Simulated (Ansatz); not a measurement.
Diatomic ScCl, multiplicity 3 (not the ground state: that is measured with 2S+1 = 1). No spin–orbit coupling. Sc is treated without relativity.

Seven points along R, fitted to fifth degree in 1/R; most abundant isotopes. In def2 and cc sets the state is the lowest found near the PBE0 minimum, followed along R.

Codes used: Ansatz (a quantum-chemistry and plane-wave program) with Gaussian orbitals. 

Energies at wB97X-V/def2-TZVPP:

```json
[
 {"R (Å)": "2.146777", "E (hartree)": "-1220.74195163"},
 {"R (Å)": "2.204486", "E (hartree)": "-1220.74701687"},
 {"R (Å)": "2.257578", "E (hartree)": "-1220.74965574"},
 {"R (Å)": "2.317595", "E (hartree)": "-1220.75075854"},
 {"R (Å)": "2.377613", "E (hartree)": "-1220.75026644"},
 {"R (Å)": "2.446864", "E (hartree)": "-1220.74815941"},
 {"R (Å)": "2.527656", "E (hartree)": "-1220.74414426"}
]
```

Q: With a reduced mass of 19.6692 u, find the minimum, the force constant and the constants.

A: A fifth-degree polynomial in 1/R puts the minimum at r_e = 2.3269 Å with force constant 185 N/m. Then ω_e = (1/2πc)√(k/μ) = 400 cm⁻¹ and B_e = h/(8π²cμr_e²) = 0.1583 cm⁻¹; the cubic and quartic terms give α_e = 0.00078 and ω_e x_e = 1.4 cm⁻¹.
